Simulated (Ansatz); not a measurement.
Reaction (ligand exchange at the Si–O bond): `[SiH3][O][In]([Cl])[O][SiH3]` + `O[CH2][ZnH]` → `[SiH3]O[CH2][ZnH]` + `[OH][In]([Cl])[O][SiH3]`

Computed with Ansatz on PBE0-D4/def2-TZVP structures; ΔE is electronic, products minus reactants. CCSD(T)/CBS adds triple-zeta CCSD(T) − MP2 to the extrapolated MP2 energy (def2 sets, frozen cores). DFT in def2-TZVPP. def2 core potentials past Kr. For In, Zn outer-core shells are correlated without core-valence functions, which leaves a few kJ/mol of doubt a bond. Scalar relativity is left out up to krypton. One conformer a species, not always the lowest.

```json
{"level": "LDA (SPW92)", "ΔE (eV)": "-0.03"}
{"level": "B97M-V", "ΔE (eV)": "0.03"}
{"level": "CAM-B3LYP-D4", "ΔE (eV)": "0.04"}
{"level": "ωB97X-V", "ΔE (eV)": "0.03"}
{"level": "CCSD/def2-TZVPP", "ΔE (eV)": "0.06"}
{"level": "CCSD(T)/def2-TZVPP", "ΔE (eV)": "0.04"}
{"level": "HF/CBS(def2)", "ΔE (eV)": "0.13"}
{"level": "CCSD/CBS(def2)", "ΔE (eV)": "0.06"}
```

What does CCSD(T)/CBS give? (Estimate.)

Computed: +0.05 eV. The listed levels differ from it by -0.08, -0.02, -0.01, -0.02, 0.01, -0.01, 0.08, 0.01 eV.

Largest T1 diagnostic among the species: 0.015.

From BLYP to BHLYP (50 % exact exchange), in def2-TZVPP and without D4, ΔE moves by +0.04 eV. At CCSD(T), def2-SVP lies +0.04 eV from the extrapolated value and def2-TZVPP −0.00 eV.
